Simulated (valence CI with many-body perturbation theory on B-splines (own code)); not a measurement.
E1 line list for Tm64+

Computed by configuration interaction combined with many-body perturbation theory (CI+MBPT): three valence electrons over a frozen Dirac-Fock core [He], a basis of 11 s, 11 p, 10 d, 8 f, 5 g, 2 h functions for each j, with the one-electron correlation potential Σ1 (screened to all orders), the two-electron term Σ2, the three-electron term Σ3, Breit, model QED; selected single and double excitations, second order for the rest, scaled by the run's own slope (own B-spline code, finite nucleus).

The last digits are not significant, and no measured levels were compared; by estimate large intervals hold to a few tenths of a per cent, small ones and those within an open d or f shell to about a per cent.

Lines 51 to 100 of 577 in falling wavelength, among levels below 105540 × 10³ cm⁻¹, chosen from the strongest by gf and those to the six lowest levels. Wavelengths and rates use the calculated energies. Electric multipoles are in the length gauge, E1 and E2 with the static RPA response of the core. Weak lines are less certain than strong ones. Lines between different terms over intervals too small for the method are left out, as are lines whose strength nearly cancels. The highest levels of a list are the least certain.

Levels are named by their leading jj configuration (3d3/2^4 stands for four electrons in 3d with j = 3/2), which in mixed levels can hold well under half, so a name can repeat and another be missing. Letters in brackets count levels of one name in rising energy.

| λ vac (nm) | Upper | Lower | A (s⁻¹) | S (a.u.) |
| --- | --- | --- | --- | --- |
| 7.340 | (2s 2p1/2 2p3/2) J=3/2 [a] | (2s^2 2p3/2) J=3/2 | 8.94e+08 | 6.98e-04 |
| 7.006 | (2p3/2^2 3d5/2) J=5/2 [a] | (2p3/2^2 3p3/2) J=5/2 | 2.05e+10 | 2.09e-02 |
| 6.843 | (2p1/2 2p3/2 3p3/2) J=7/2 | (2s 2p3/2 3p3/2) J=5/2 [b] | 2.02e+10 | 2.56e-02 |
| 6.623 | (2s 2p1/2 4s) J=3/2 | (2s^2 4s) J=1/2 | 3.63e+10 | 2.08e-02 |
| 5.964 | (2s 2p1/2 2p3/2) J=5/2 | (2s^2 2p3/2) J=3/2 | 7.38e+09 | 4.63e-03 |
| 5.149 | (2s 2p1/2^2) J=1/2 | (2s^2 2p1/2) J=1/2 | 2.04e+10 | 2.74e-03 |
| 4.955 | (2p1/2^2 4f7/2) J=7/2 | (2s 2p1/2 4f7/2) J=9/2 | 2.83e+10 | 1.36e-02 |
| 4.932 | (2p1/2^2 3p3/2) J=3/2 | (2s 2p1/2 3p3/2) J=1/2 | 5.51e+10 | 1.31e-02 |
| 4.898 | (2p1/2^2 2p3/2) J=3/2 | (2s 2p1/2 2p3/2) J=1/2 | 1.25e+10 | 2.91e-03 |
| 4.527 | (2s 2p1/2 2p3/2) J=1/2 | (2s^2 2p3/2) J=3/2 | 1.57e+10 | 1.44e-03 |
| 4.494 | (2s 2p1/2 2p3/2) J=3/2 [b] | (2s^2 2p3/2) J=3/2 | 1.13e+10 | 2.03e-03 |
| 3.885 | (2p1/2^2 2p3/2) J=3/2 | (2s 2p1/2 2p3/2) J=5/2 | 6.78e+10 | 7.85e-03 |
| 3.608 | (2p1/2 2p3/2 3d3/2) J=5/2 [b] | (2p1/2 2p3/2 3p1/2) J=3/2 [b] | 1.91e+11 | 2.66e-02 |
| 3.564 | (2s 2p1/2 3d3/2) J=3/2 [b] | (2s 2p1/2 3p1/2) J=1/2 [b] | 1.90e+11 | 1.70e-02 |
| 3.551 | (2p1/2 2p3/2 3d3/2) J=3/2 [b] | (2p1/2 2p3/2 3p1/2) J=3/2 [b] | 2.23e+11 | 1.97e-02 |
| 3.518 | (2s 2p1/2 3d3/2) J=1/2 | (2s 2p1/2 3p1/2) J=1/2 [b] | 3.14e+11 | 1.35e-02 |
| 3.482 | (2s 2p3/2 3d3/2) J=3/2 [b] | (2s 2p3/2 3p1/2) J=1/2 | 1.42e+11 | 1.18e-02 |
| 3.462 | (2p1/2^2 2p3/2) J=3/2 | (2s 2p1/2 2p3/2) J=3/2 [a] | 1.91e+10 | 1.57e-03 |
| 3.458 | (2p1/2 2p3/2 3d3/2) J=1/2 [b] | (2p1/2 2p3/2 3p1/2) J=3/2 [b] | 3.00e+11 | 1.22e-02 |
| 3.443 | (2s 2p3/2 3d3/2) J=5/2 [a] | (2s 2p3/2 3p1/2) J=5/2 | 2.09e+11 | 2.53e-02 |
| 3.424 | (2s 2p3/2 3d3/2) J=5/2 [a] | (2s 2p3/2 3p1/2) J=3/2 [a] | 1.78e+11 | 2.11e-02 |
| 3.423 | (2p3/2^2 3p3/2) J=5/2 | (2p3/2^2 3s) J=3/2 | 2.74e+11 | 3.25e-02 |
| 3.410 | (2p3/2^2 3p3/2) J=1/2 | (2p3/2^2 3s) J=3/2 | 5.68e+11 | 2.22e-02 |
| 3.409 | (2p3/2^2 3d3/2) J=5/2 | (2p3/2^2 3p1/2) J=5/2 | 2.06e+11 | 2.42e-02 |
| 3.407 | (2p3/2^2 3d3/2) J=3/2 [a] | (2p3/2^2 3p1/2) J=3/2 | 3.09e+11 | 2.41e-02 |
| 3.406 | (2p1/2 2p3/2 3p3/2) J=3/2 [a] | (2p1/2 2p3/2 3s) J=3/2 [b] | 1.85e+11 | 1.44e-02 |
| 3.402 | (2p3/2^2 3d3/2) J=7/2 | (2p3/2^2 3p1/2) J=5/2 | 3.97e+11 | 6.18e-02 |
| 3.399 | (2p3/2^2 3d3/2) J=3/2 [b] | (2p3/2^2 3p1/2) J=1/2 | 3.68e+11 | 2.85e-02 |
| 3.392 | (2s 2p3/2 3d3/2) J=5/2 [b] | (2s 2p3/2 3p1/2) J=3/2 [b] | 3.10e+11 | 3.59e-02 |
| 3.389 | (2p3/2^2 3d3/2) J=5/2 | (2p3/2^2 3p1/2) J=3/2 | 1.85e+11 | 2.13e-02 |
| 3.384 | (2p1/2 2p3/2 3d3/2) J=3/2 [a] | (2p1/2 2p3/2 3p1/2) J=3/2 [a] | 1.46e+11 | 1.11e-02 |
| 3.374 | (2s 2p3/2 3d3/2) J=7/2 | (2s 2p3/2 3p1/2) J=5/2 | 3.73e+11 | 5.66e-02 |
| 3.374 | (2p1/2 2p3/2 3d3/2) J=5/2 [a] | (2p1/2 2p3/2 3p1/2) J=3/2 [a] | 3.08e+11 | 3.51e-02 |
| 3.372 | (2s 2p3/2 3d3/2) J=3/2 [a] | (2s 2p3/2 3p1/2) J=3/2 [a] | 3.28e+11 | 2.48e-02 |
| 3.365 | (2s 2p3/2 3d5/2) J=5/2 [b] | (2p1/2 2p3/2 3s) J=3/2 [a] | 1.03e+11 | 1.16e-02 |
| 3.363 | (2s 2p1/2 3d3/2) J=3/2 [a] | (2s 2p1/2 3p1/2) J=1/2 [a] | 3.75e+11 | 2.82e-02 |
| 3.356 | (2s 2p3/2 3p3/2) J=3/2 [a] | (2s 2p3/2 3s) J=3/2 [a] | 4.81e+11 | 3.59e-02 |
| 3.355 | (2s^2 3d3/2) J=3/2 | (2s^2 3p1/2) J=1/2 | 3.88e+11 | 2.89e-02 |
| 3.352 | (2p3/2^2 3d3/2) J=1/2 | (2p3/2^2 3p1/2) J=3/2 | 4.08e+11 | 1.52e-02 |
| 3.349 | (2p1/2 2p3/2 3d3/2) J=7/2 | (2p1/2 2p3/2 3p1/2) J=5/2 | 3.82e+11 | 5.66e-02 |
| 3.349 | (2s 2p3/2 3d5/2) J=5/2 [a] | (2s 2p3/2 3p1/2) J=3/2 [b] | 9.13e+10 | 1.02e-02 |
| 3.349 | (2p1/2^2 3d3/2) J=3/2 | (2p1/2^2 3p1/2) J=1/2 | 3.74e+11 | 2.78e-02 |
| 3.341 | (2s 2p1/2 3d3/2) J=5/2 | (2s 2p1/2 3p1/2) J=3/2 | 3.78e+11 | 4.18e-02 |
| 3.334 | (2s 2p3/2 3d3/2) J=1/2 [a] | (2s 2p3/2 3p1/2) J=3/2 [a] | 4.43e+11 | 1.62e-02 |
| 3.330 | (2p1/2 2p3/2 3d3/2) J=3/2 [a] | (2p1/2 2p3/2 3p1/2) J=1/2 | 2.21e+11 | 1.61e-02 |
| 3.325 | (2p3/2^2 3p3/2) J=7/2 | (2p3/2^2 3s) J=5/2 | 6.38e+11 | 9.26e-02 |
| 3.323 | (2p3/2^2 3p3/2) J=5/2 | (2p3/2^2 3s) J=5/2 | 3.27e+11 | 3.55e-02 |
| 3.323 | (2s 2p1/2 3p3/2) J=3/2 [b] | (2s 2p1/2 3s) J=1/2 [b] | 3.33e+11 | 2.41e-02 |
| 3.318 | (2p1/2 2p3/2 3p3/2) J=1/2 [a] | (2p1/2 2p3/2 3s) J=1/2 | 3.53e+11 | 1.27e-02 |
| 3.304 | (2s 2p3/2 3d3/2) J=1/2 [b] | (2s 2p3/2 3p1/2) J=1/2 | 3.34e+11 | 1.19e-02 |
